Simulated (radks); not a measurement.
Results of a calculation; reference values are marked as such.
Task: The mean radii <r> (bohr) of the occupied orbitals of an atom or ion are listed with their occupations. Level of theory: scalar-relativistic Kohn-Sham, PBEsol, spin-polarised, spherical densities, point nucleus (a radial shooting solver on a logarithmic mesh with Libxc functionals).

orbital  occ.      <r>
1s up       1  0.03187
1s down     1  0.03187
2s up       1   0.1384
2s down     1   0.1384
2p up       3   0.1207
2p down     3   0.1206
3s up       1   0.3795
3s down     1   0.3794
3p up       3   0.3789
3p down     3   0.3787
3d up       5   0.3576
3d down     5   0.3574
4s up       1   0.9332
4s down     1   0.9308
4p up       3    1.013
4p down     3    1.012
4d up       5    1.245
4d down     1    1.255

Name the element and its charge. Open shells, if any, are filled with parallel spins first.

Result: Z = 46, palladium, charge +4: Pd4+ in [Kr] 4d6. The 1s radius gives Z: for a bare nucleus <r> = (2 gamma + 1)/(2Z) with gamma = sqrt(1 - (Z/c)^2), 0.03135 bohr for Z = 46, and screening makes it slightly larger (0.03187 here). The occupations add up to 42, and the charge is Z minus that.
